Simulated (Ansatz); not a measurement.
This triplet is an excited state, 3.62 eV above the relaxed singlet at the level composite: frozen-core CCSD(T) with HF/cc-pV5Z and the correlation energy extrapolated as X^-3 from cc-pVQZ and cc-pV5Z, plus CCSDT(Q) minus CCSD(T) in cc-pVTZ // B3LYP-D3(BJ)/def2-TZVP (Ansatz, a first-principles code).

Calculation: B3LYP-D3(BJ)/def2-TZVP (Ansatz). No frequencies were computed at this level.

Ansatz 0.2 input:
```yaml
crystal:
  periodic: [false, false, false]
  atoms:
    - { symbol: B, position_ang: [0.670402, -0.000004, -0.000002] }
    - { symbol: F, position_ang: [-0.670402, 0.000004, 0.000002] }
basis:
  gaussian: { orbitals: def2-tzvp }
hamiltonian:
  xc: b3lyp
  dispersion: d3bj
relax:
  max_steps: 150
magnetization:
  spin_polarized: true
  initial_magnetization: 2
```

Output:

```
Functional definition: B3LYP
325 factors; their error is unknown
mean field evaluation 1: about -3389.2450 eV, gradient 1.9e1 eV
mean field evaluation 2: about -3386.9340 eV, gradient 3.5e1 eV
mean field evaluation 4: about -3390.3827 eV, gradient 5.7e-1 eV
mean field evaluation 8: about -3390.3944 eV, gradient 7.7e-2 eV
mean field evaluation 16: about -3390.3944 eV, gradient 3.0e-5 eV
mean field -3390.39437850 eV, -124.5946953181 hartree, gradient 3.0e-5 eV, S^2 2.001872; 0 other end points of the search recorded, 0 dependent functions left out
reference -3390.39454483 eV, -124.5947014307 hartree; 8, 6 occupied and 54, 56 virtual orbitals, 325 factors
relax step   1: F+E_penalty+E_count = -3390.41062226 eV  Δ(F+E_penalty+E_count) = +0.000e0 eV  max|allowed force component| = 1.060e0 eV/Å  Δτ_max = 0.0000 Å  (25 SCF iters, accepted)
these checks for a lower state are left out or cut short: starts, cluster_reference, orbital_swaps, neighbouring_geometries, increment
325 factors; their error is unknown
mean field -3390.40573021 eV, -124.5951124857 hartree, gradient 9.1e-6 eV, S^2 2.001858; 0 other end points of the search recorded, 0 dependent functions left out
reference -3390.40589576 eV, -124.5951185696 hartree; 8, 6 occupied and 54, 56 virtual orbitals, 325 factors
relax step   2: F+E_penalty+E_count = -3390.42197560 eV  Δ(F+E_penalty+E_count) = -1.135e-2 eV  max|allowed force component| = 4.901e-1 eV/Å  Δτ_max = 0.0073 Å  (30 SCF iters, accepted)
these checks for a lower state are left out or cut short: starts, cluster_reference, orbital_swaps, neighbouring_geometries, increment
325 factors; their error is unknown
mean field evaluation 32: about -3390.4086 eV, gradient 9.1e-6 eV
mean field -3390.40857481 eV, -124.5952170227 hartree, gradient 9.1e-6 eV, S^2 2.001846; 0 other end points of the search recorded, 0 dependent functions left out
reference -3390.40873977 eV, -124.5952230850 hartree; 8, 6 occupied and 54, 56 virtual orbitals, 325 factors
relax step   3: F+E_penalty+E_count = -3390.42482154 eV  Δ(F+E_penalty+E_count) = -2.846e-3 eV  max|allowed force component| = 3.338e-2 eV/Å  Δτ_max = 0.0061 Å  (30 SCF iters, accepted)
these checks for a lower state are left out or cut short: starts, cluster_reference, orbital_swaps, neighbouring_geometries, increment
325 factors; their error is unknown
mean field -3390.40858747 eV, -124.5952174881 hartree, gradient 5.2e-5 eV, S^2 2.001847; 0 other end points of the search recorded, 0 dependent functions left out
reference -3390.40875247 eV, -124.5952235516 hartree; 8, 6 occupied and 54, 56 virtual orbitals, 325 factors
relax step   4: F+E_penalty+E_count = -3390.42483413 eV  Δ(F+E_penalty+E_count) = -1.258e-5 eV  max|allowed force component| = 6.687e-4 eV/Å  Δτ_max = 0.0004 Å  (20 SCF iters, accepted)
325 factors; their error is unknown
mean field -3390.40858747 eV, -124.5952174881 hartree, gradient 5.2e-5 eV, S^2 2.001847; 1 other end points of the search recorded, 0 dependent functions left out
reference -3390.40875247 eV, -124.5952235516 hartree; 8, 6 occupied and 54, 56 virtual orbitals, 325 factors
Total energy: -3390.42499913 eV, -124.5958206053 hartree
Atom 0 at     0.657350    -0.000004    -0.000002 Å, force     0.000669    -0.000000    -0.000000 eV/Å
Atom 1 at    -0.657350     0.000004     0.000002 Å, force    -0.000669     0.000000     0.000000 eV/Å
Dipole moment:     0.134490    -0.000001    -0.000000 e Å
```

Cost: about 2.7 core-seconds (a rough figure).
